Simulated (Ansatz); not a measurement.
`CC[N](C)[Ge]([Cl])([Cl])[N](C)CC` + HCl → `CC[N](C)[Ge]([Cl])([Cl])[Cl]` + `CCNC`  (ligand exchange at a Ge–N bond)

Isolated molecules relaxed with PBE0-D4/def2-TZVP in Ansatz; ΔE leaves out vibrations. CBS: MP2 limit from def2 TZ/QZ plus the TZ coupled-cluster correction, frozen cores. This one scheme is used for every species. DFT in def2-TZVPP. HSE06 is defined as in plane-wave codes. For Ge outer-core shells are correlated without core-valence functions, which leaves a few kJ/mol of doubt a bond. Scalar relativity is left out up to krypton. Each species was taken in one conformer, which may not be the lowest.

`CC[N](C)[Ge]([Cl])([Cl])[N](C)CC`:

Cartesian coordinates in Å:
```
C -2.774 -2.010 0.184
C -2.475 -0.584 -0.245
N -1.058 -0.354 -0.467
C -0.525 -0.963 -1.669
Ge -0.332 1.219 0.039
Cl -1.059 1.639 2.028
Cl -1.036 2.849 -1.197
N 1.484 1.179 -0.044
C 2.184 2.380 -0.460
C 2.199 0.489 1.025
C 1.682 -0.900 1.335
H -3.845 -2.132 0.364
H -2.239 -2.252 1.104
H -2.486 -2.735 -0.580
H -2.823 0.098 0.534
H -3.046 -0.341 -1.155
H 0.516 -0.668 -1.809
H -1.090 -0.673 -2.566
H -0.551 -2.054 -1.592
H 3.171 2.101 -0.842
H 2.333 3.094 0.364
H 1.646 2.889 -1.257
H 2.206 1.095 1.944
H 3.243 0.415 0.698
H 2.322 -1.362 2.089
H 0.665 -0.886 1.730
H 1.689 -1.531 0.444
```

HCl:

Z-matrix (Å, degrees):
```
Cl
H 1 1.279
```

`CC[N](C)[Ge]([Cl])([Cl])[Cl]`:

Z-matrix (Å, degrees):
```
C
C 1 1.518
H 1 1.092 2 110.0
H 1 1.092 2 110.4 3 119.8
H 1 1.092 2 112.0 3 -119.4
N 2 1.458 1 112.4 3 -178.0
H 2 1.100 1 110.1 3 58.9
H 2 1.093 1 108.7 3 -57.6
Ge 6 1.801 2 117.7 1 141.0
C 6 1.450 2 114.8 1 -73.6
Cl 9 2.146 6 114.5 2 71.3
Cl 9 2.127 6 109.5 2 -168.5
Cl 9 2.128 6 109.3 2 -48.6
H 10 1.099 6 112.4 2 -57.4
H 10 1.093 6 110.0 2 63.2
H 10 1.091 6 110.5 2 -178.7
```

`CCNC`:

Z-matrix (Å, degrees):
```
C
C 1 1.514
H 1 1.092 2 110.6
H 1 1.092 2 111.0 3 120.6
H 1 1.094 2 111.0 3 -119.8
N 2 1.447 1 111.2 3 57.6
H 2 1.096 1 109.7 3 -61.5
H 2 1.106 1 109.7 3 -177.6
C 6 1.445 2 113.2 1 177.3
H 6 1.013 2 109.3 1 54.5
H 9 1.104 6 114.0 2 -54.9
H 9 1.094 6 109.5 2 65.4
H 9 1.092 6 109.9 2 -176.7
```

(1) Is it downhill or uphill in electronic energy at CCSD(T)/CBS, and by how much? (Estimate.)

(2) What do these levels give: LDA (SPW92), HSE06-D4, PBE-QIDH, PBE, BLYP, r2SCANh, RPA@PBE/def2-TZVPP, MP2/def2-SVP, SCS-MP2/def2-TZVPP, MP2/def2-QZVPP, HF/CBS(def2), MP2/CBS(def2)? (Estimate.)

Largest T1 diagnostic among the species: 0.010.

Answers

(1) Computed: Downhill: ΔE = -0.43 eV.

(2) Computed: LDA (SPW92) -0.42, HSE06-D4 -0.54, PBE-QIDH -0.54, PBE -0.68, BLYP -0.77, r2SCANh -0.61, RPA@PBE/def2-TZVPP -0.35, MP2/def2-SVP -0.35, SCS-MP2/def2-TZVPP -0.44, MP2/def2-QZVPP -0.40, HF/CBS(def2) -0.85, MP2/CBS(def2) -0.41 eV.

Leaving LDA and LC-ωPBE aside and taking each functional with its dispersion term where it has one, the values, not all of them listed here, spread over 0.14 eV, from B2PLYP to revPBE-D4. LDA lies +0.26 eV from PBE without D4. At CCSD(T), def2-SVP lies +0.06 eV from the extrapolated value and def2-TZVPP +0.04 eV. The D4 term adds +0.25 eV with B3LYP and +0.16 eV with PBE0; it sums over pairs of atoms, weighted by their polarisabilities, and B3LYP, whose exchange is more repulsive, gets the larger term.

B3LYP here is the variant with VWN-RPA as its local correlation; programs differ in this.
